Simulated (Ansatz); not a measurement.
All numbers were calculated with Ansatz.

A structure relaxed at PBE0-D4/def2-TZVP, charge 0, multiplicity 1:

| atom | x (Å) | y (Å) | z (Å) |
| --- | --- | --- | --- |
| Al1 | -2.5205 | 0.6421 | -0.2674 |
| B2 | -0.3897 | 0.6450 | 0.0272 |
| O3 | 0.3024 | -0.5215 | -0.0244 |
| Si4 | 1.9198 | -0.8525 | 0.1579 |
| H5 | -3.1655 | 0.8165 | -1.7164 |
| H6 | -3.5342 | 0.4991 | 0.9565 |
| H7 | 0.2543 | 1.6525 | 0.2434 |
| H8 | 2.6676 | 0.4045 | 0.4150 |
| H9 | 2.0686 | -1.7891 | 1.2970 |
| H10 | 2.3972 | -1.4966 | -1.0888 |

Give its formula and SMILES.

AlBH6OSi, `[AlH2][BH]O[SiH3]`.

Point group (tolerance 0.08 Å, 0.16 Å for H)?

Cs.

Summarise the bond lengths by kind.

1 × Al–B 2.151 Å; 2 × Al–H 1.596 Å; 1 × B–O 1.357 Å; 1 × B–H 1.215 Å; 1 × O–Si 1.661 Å; 3 × H–Si 1.482 to 1.485 Å.
